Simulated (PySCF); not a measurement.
Radial density of P (phosphorus, neutral)

UHF, [Ne] 3s2 3p3, high-spin 4S determinant. Computed with PySCF 2.14 in aug-cc-pV(5+d)Z (8s7p6d4f3g2h, 136 functions), with no relativity, point nucleus.

| r (bohr) | 4πr²ρ (e/bohr) | 4πr²(ρα − ρβ) |
| --- | --- | --- |
| 0.00168 | 0.07359 | 0.0000 |
| 0.00282 | 0.2012 | 0.0000 |
| 0.00475 | 0.5373 | 0.0000 |
| 0.00799 | 1.379 | -0.0001 |
| 0.0134 | 3.316 | -0.0001 |
| 0.0226 | 7.138 | 0.0001 |
| 0.0380 | 12.78 | 0.0022 |
| 0.0639 | 16.96 | 0.0145 |
| 0.108 | 14.60 | 0.0639 |
| 0.181 | 10.80 | 0.1844 |
| 0.304 | 15.05 | 0.2664 |
| 0.512 | 13.06 | 0.0594 |
| 0.861 | 3.592 | 0.1570 |
| 1.45 | 2.529 | 1.2210 |
| 2.44 | 1.805 | 1.1593 |
| 4.10 | 0.2661 | 0.2103 |
| 6.89 | 0.005309 | 0.0049 |
